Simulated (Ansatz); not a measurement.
Consider the formal exchange of groups at a C–Ga bond: `[CH3][GaH][CH2]F` + `FC(F)C(F)(F)C(F)F` → `FCC(F)(F)C(F)(F)C(F)F` + `[CH3][GaH2]`.

Program: Ansatz. Geometries: PBE0-D4/def2-TZVP. ΔE: electronic, gas phase. CBS: MP2 limit from def2 TZ/QZ plus the TZ coupled-cluster correction, frozen cores. DFT in def2-TZVPP. B3LYP here is the variant with VWN-RPA as its local correlation; programs differ in this. For Ga outer-core shells are correlated without core-valence functions, which leaves a few kJ/mol of doubt a bond. Scalar relativity is left out up to krypton. Each species was taken in one conformer, which may not be the lowest.

| level | ΔE (kJ/mol) | difference from CCSD(T)/CBS |
| --- | --- | --- |
| PBE-D4 | 10.0 | 1.6 |
| r2SCAN-D4 | 2.3 | -6.1 |
| PBE0-D4 | 5.9 | -2.5 |
| B3LYP-D4 | 9.3 | 0.9 |
| ωB97X-V | 0.6 | -7.8 |
| ωB97M-V | 1.3 | -7.1 |
| B2PLYP | 10.2 | 1.8 |
| PBE | 13.0 | 4.6 |
| r2SCAN | 3.3 | -5.1 |
| PBE0 | 8.4 | 0.0 |
| B3LYP | 13.7 | 5.3 |
| HF/def2-TZVPP | 2.4 | -6.0 |
| MP2/def2-TZVPP | 7.8 | -0.6 |
| SCS-MP2/def2-TZVPP | 7.6 | -0.8 |
| CCSD/def2-TZVPP | 5.2 | -3.2 |
| CCSD(T)/def2-TZVPP | 4.4 | -4.0 |
| HF/def2-QZVPP | 2.6 | -5.8 |
| MP2/def2-QZVPP | 10.1 | 1.7 |
| SCS-MP2/def2-QZVPP | 9.7 | 1.3 |
| HF/CBS(def2) | 2.6 | -5.8 |
| MP2/CBS(def2) | 11.8 | 3.4 |
| CCSD/CBS(def2) | 9.2 | 0.8 |
| CCSD(T)/CBS | 8.4 | 0 |

Largest T1 diagnostic among the species: 0.012.

From PBE to PBE0 (25 % exact exchange), in def2-TZVPP and without D4, ΔE moves by −4.5 kJ/mol. The D4 term adds −4.4 kJ/mol with B3LYP and −2.6 kJ/mol with PBE0; it sums over pairs of atoms, weighted by their polarisabilities, and B3LYP, whose exchange is more repulsive, gets the larger term.
